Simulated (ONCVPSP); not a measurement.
# Before and after: ONCV potential for Ta (Z = 73)

- Element: Ta (Z = 73)
- Generator: ONCVPSP 4.0.1
- Type: optimised norm-conserving Vanderbilt (ONCV)
- Functional: PBE
- Relativity: scalar-relativistic
- Frozen core: [Xe] 4f14
- Valence charge: 5
- Reference configuration: 5d3 6s1 (charge +1)
- Partial waves: 6s: rc 2.95 bohr, ncon 4, nbas 7, qcut 2.5 1/bohr, 2 projectors, debl 3.4 Ha; p scattering state at 0.39 Ha: rc 3.25 bohr, ncon 4, nbas 9, qcut 2 1/bohr, 3 projectors, debl 1.2 Ha; 5d: rc 1.85 bohr, ncon 3, nbas 6, qcut 5.6 1/bohr, 2 projectors, debl 3.4 Ha
- Local potential: polynomial inside 1.65 bohr (lpopt 3, dvloc0 0 Ha)
- Core correction: polynomial model core, fcfact 0.75

In the p channel the program set the typed energies aside and used 0.050, 1.250, 2.450 Ha.

Change: s: qcut 1.5.

Cutoffs: the cutoffs (Ha) at which the residual kinetic energy of the hardest occupied pseudo-wave falls to 1 and 0.1 mHa per electron; they do not see the model core or the augmentation charge, which bear on the density cutoff. Errors are all-electron minus pseudo energies relative to the spin-unpolarised reference configuration.

Q: Predict the effect on cutoff, ghosts and configuration errors.

A: The potential gets neither clearly harder nor softer (13 Ha and 16 Ha → 13 Ha and 16 Ha); the d channel sets the loose cutoff, while the largest relative change is in s, which becomes harder; the number of tests with a reliable result goes from 3 to 4; of the 3 tests that both files solve, the error grows in 0 and shrinks in 2 by more than 15 % and 0.3 meV (median size 18.5 → 18.2 meV); neither file shows a bound ghost.

| quantity | base | changed |
| --- | --- | --- |
| cutoff, loose | 13 Ha | 13 Ha |
| cutoff, tight | 16 Ha | 16 Ha |
| loose cutoff by channel | s 3.0 Ha, d 13 Ha | s 11 Ha, d 13 Ha |
| bound ghosts | none | none |
| GHOST(+) flags under 300 eV | s at 30.7 eV, p at 79.2 eV | s at 26.8 eV, p at 79.2 eV |
| tests with a reliable result | 3 of 4 | 4 of 4 |
| error for 5d3 6s2, meV [ΔE -8.47 eV] | -3.8 | 0.0 |
| error for 5d3 6s0, meV [ΔE 14.97 eV] | -18 | -18 |
| error for 5d4 6s1, meV [ΔE -6.37 eV] | -24 | -20 |
| s: phases at 2.99 bohr within 0.05 rad from the reference energy up to (Ha; the scan ends near 5) | 0.7 | 0.6 |
| p: phases at 3.29 bohr within 0.05 rad from the reference energy up to (Ha; the scan ends near 5) | 2.9 | 2.9 |
| d: phases at 1.88 bohr within 0.05 rad from the reference energy up to (Ha; the scan ends near 5) | to the end of the scan | to the end of the scan |
| rms error of d²Exc/dni dnj with the model core, mHa | 0.71 | 0.64 |

Base: The cutoffs count occupied waves only; projector 3 of the p channel, the hardest unoccupied one, needs 33 Ha at the loose tolerance. Changed file: The cutoffs count occupied waves only; projector 3 of the p channel, the hardest unoccupied one, needs 33 Ha at the loose tolerance.
